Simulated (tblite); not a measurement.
Compound: C6H7O2S (doublet state).
Structure used (GFN2-xTB), in Å, numbered top down from 1:
```
atom  x, y, z in Å
C1     3.2005   -0.6925    0.4128
C2     2.4818    0.0760   -0.6841
O3     2.9266    0.1782   -1.8210
C4     1.2743    0.6438   -0.2790
C5     0.0520    0.9337   -0.0065
O6    -1.0265    0.0642   -0.1653
C7    -2.2350    0.4856    0.1271
C8    -3.2930   -0.5360   -0.1231
S9    -2.5737    1.9841    0.7029
H10    2.6560   -1.6086    0.6341
H11    3.2530   -0.0943    1.3186
H12    4.2009   -0.9450    0.0720
H13   -0.2826    1.9034    0.3915
H14   -4.2432   -0.2063    0.2856
H15   -3.3967   -0.6901   -1.1975
H16   -3.0018   -1.4871    0.3204
```

Structure optimised with GFN2-xTB, isolated species. This method treats the open shell by occupation alone, without spin polarisation.

Masses are those of the commonest isotopes; rigid-rotor values at the optimised geometry. The values belong to one conformer with, in the numbering `[CH3:1][C:2](=[O:3])/[C:4]=[CH:5]\[O:6][C:7]([CH3:8])=[S:9]`, C4–C5–O6–C7 -179°, C5–O6–C7–C8 179°.

(1) Give the principal moments of inertia and the rotational constants in MHz.

(2) Classify the top.

(3) Is it planar, by Δ = Ic − Ia − Ib?

(4) Give the other two planar moments, Paa and Pbb, and the rms extents of the mass along the axes.

Results:

(1) Ia = 149.92, Ib = 943.24, Ic = 993.38 u·Å²; 505379 MHz·u·Å²/I gives A = 3371, B = 535.8, C = 508.7 MHz.

(2) A near-prolate asymmetric top: κ = (2 × 535.8 − 3371 − 508.7)/(3371 − 508.7) = -0.98.

(3) Not planar: Δ = Ic − Ia − Ib = -99.78 u·Å². For a rigid frame Δ = −2 Σ m c², so Σ m c² = 49.89 u·Å² lies off the ab plane: 9.45 from hydrogen and 40.44 from heavier atoms. The atom farthest from that plane is 1.93 Å away.

(4) Paa = Σ m a² = (Ib + Ic − Ia)/2 = 893.35 and Pbb = Σ m b² = (Ia + Ic − Ib)/2 = 100.03 u·Å². With the mass M = 143.02 u, the rms extents √(P/M) along a, b and c are 2.50, 0.84, 0.59 Å.

For this open shell read J as N, the rotation without spin; fine and hyperfine splittings come on top. Its lowest GFN2-xTB frequency is 9 cm⁻¹, too small to tell a flat minimum from a shallow saddle. Constants of a rigid frame at the computed geometry: no zero-point averaging, no centrifugal distortion.

On one thread, Arm Neoverse V2 (aarch64), shared host, this took 0.72 s of wall time. This is the geometry optimisation.
